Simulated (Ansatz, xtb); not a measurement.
**H2NOSn: where a starting geometry ends**

The starting geometry of this gas-phase doublet was built from a drawn formula by distance geometry and a force field; its bonds are those of `[N]1[O][SnH2]1`.

```xyz
5

N    -2.2502    0.5514   -2.8066
O    -3.5462    0.8197   -2.6314
Sn   -2.6909    0.9269   -0.8555
H    -2.6622   -0.6306    0.0802
H    -1.9825    2.4362   -0.3781
```

Problem. Predict what becomes of its bonds when it is optimised with r2SCAN-D4/def2-SVP.

Solution. A bond breaks, leaving `O=[N][SnH2]`. Distances that change by over a tenth: N1–O2 (1.34 → 1.17 Å). Contacts that open: O2–Sn3 (1.97 → 3.16 Å).

The energy falls by 1.74 eV over 32 steps:

```
step  E − E(last) (eV)
   1             1.744
   4             1.016
   8             0.553
  11             0.480
  15             0.478
  18             0.467
  22             0.324
  25             0.208
  29             0.005
  32             0.000
```

Final geometry (Å):

```xyz
5

N    -2.9573    0.4629   -2.5013
O    -3.1742    1.1182   -3.4450
Sn   -1.7363    0.7379   -0.6610
H    -2.7154   -0.4367    0.1933
H    -2.5489    2.2213   -0.1774
```

From the same start GFN2-xTB reaches the same bonding as this run.

No frequencies were run, so the end isn't proven a minimum. Open shells are spin-unrestricted. Atoms past krypton carry core potentials, without spin–orbit terms. Run with Ansatz 0.2.0, 92 s on 1 thread of AMD EPYC 9R45 96-Core Processor (Zen 5) (shared host).
